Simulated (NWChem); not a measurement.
Molecule: AlN$_{2}$H$_{4}$Br; SMILES [NH2][Al]([NH2])[Br]

```xyz
8

Al     0.0000     0.0000    -0.9572
Br     0.0000     0.0000     1.3062
N      0.0000     1.5558    -1.7900
H      0.0000     1.6942    -2.7936
H      0.0000     2.4500    -1.3135
N      0.0000    -1.5558    -1.7900
H      0.0000    -1.6942    -2.7936
H      0.0000    -2.4500    -1.3135
```
Atoms are numbered in this order, from 1.

Program: NWChem. Pople sets run with spherical d functions. Structure relaxed at the PBE0/def2-SVP level. Total energies compare along this basis series because the functional is fixed.

```tsv
level	basis functions	energy (Ha)	highest occupied level (eV)	orbital gap (eV)	dipole (D)
PBE0/STO-3G	41	-2895.6444	-3.36	8.75	3.17
PBE0/3-21G	61	-2913.7590	-6.51	6.97	3.40
PBE0/6-31G*	86	-2927.7647	___	7.02	___
PBE0/6-311G**	130	-2928.1034	-7.12	7.11	2.84
```

### Question
Complete the blanks.

### Answer

- PBE0/6-31G*, highest occupied level (eV): -6.96
- PBE0/6-31G*, dipole (D): 2.99
